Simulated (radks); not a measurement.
The terbium ion Tb2+ inside a hard spherical wall (all orbitals vanish at R), configuration held at [Xe] 4f9 and not refilled when levels cross. All-electron calculation, scalar-relativistic Kohn-Sham, r2SCAN, spin-polarised, spherical densities, finite nucleus; open shells are filled with parallel spins first (spin-orbit coupling, left out, can overturn this in heavy ions); meta-GGA in the generalised Kohn-Sham scheme; Fermi nuclear charge, rms radius 5.06 fm. Program: a radial shooting solver on a logarithmic mesh with Libxc functionals. Eigenvalues in eV for spin up, with the zero of energy where the potential of the charges vanishes at infinity; a dash marks a level that is unbound or too diffuse for the functional's potential to be trusted. A positive occupied level is held by the wall or, in an anion where self-interaction has pushed it up, behind a barrier. The pressure on the wall is -dE/dV.

| R (bohr) | E (hartree) | kinetic (hartree) | e(4d) | e(5s) | e(5p) | e(4f) | e(6s, empty) | e(5d, empty) | pressure (GPa) |
|---|---|---|---|---|---|---|---|---|---|
| free | -11708.7990 | 12600.962 | -165.37 | -63.801 | -40.212 | -18.354 | -13.457 | -13.318 | 0 |
| 15 | -11708.7990 | 12600.962 | -165.37 | -63.801 | -40.212 | -18.354 | -13.457 | -13.318 | < 0.0001 |
| 12 | -11708.7990 | 12600.962 | -165.37 | -63.801 | -40.212 | -18.354 | -13.457 | -13.318 | < 0.0001 |
| 10 | -11708.7990 | 12600.962 | -165.37 | -63.801 | -40.212 | -18.354 | -13.454 | -13.318 | < 0.0001 |
| 6 | -11708.7985 | 12600.967 | -165.32 | -63.771 | -40.185 | -18.313 | -12.772 | -13.171 | 0.0630 |
| 4 | -11708.7569 | 12601.330 | -164.20 | -62.970 | -39.398 | -17.259 | -4.897 | -10.848 | 15.2 |
| 3.5 | -11708.6508 | 12602.133 | -162.53 | -61.760 | -38.091 | -15.684 | 3.272 | -8.095 | 72.1 |
